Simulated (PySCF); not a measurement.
# Ti (titanium, neutral) across methods

[Ar] 3d1 4s2 4p1, one real determinant (an excited configuration). All numbers are calculated (PySCF 2.14, the non-relativistic Hamiltonian (point nucleus), in aug-cc-pVTZ).

```
   method  E (hartree)  mean ε 4s α (eV)  mean ε 4s β (eV)  mean ε 4p α (eV)  Σ⟨r²⟩ (bohr²)   ⟨S²⟩
     PBE0     -848.968            -7.230            -6.326            -3.620          56.59  2.009
  wB97M-V     -849.119            -9.120            -8.270            -4.797          57.42  2.004
   r2SCAN     -849.111            -6.528            -5.700            -3.122          56.71  2.012
      LDA     -847.095            -6.502            -5.815            -2.888          56.37  2.002
  r2SCANh     -849.111            -6.850            -5.965            -3.366          56.74  2.013
CAM-B3LYP     -849.204            -8.364            -7.427            -4.426          56.61  2.011
      UHF   -848.23975            -9.189            -7.469            -4.889          59.40  2.117
    B97-3     -849.067            -7.151            -6.301            -3.493          56.57  2.009
```

Question: Estimate the same row for PBE.

Answer: E (hartree) = -848.924; mean ε 4s α (eV) = -6.371; mean ε 4s β (eV) = -5.648; mean ε 4p α (eV) = -2.940; Σ⟨r²⟩ (bohr²) = 56.60; ⟨S²⟩ = 2.005.

⟨L²⟩ = 8.04 against 12 for a pure F term, so this real determinant mixes terms.
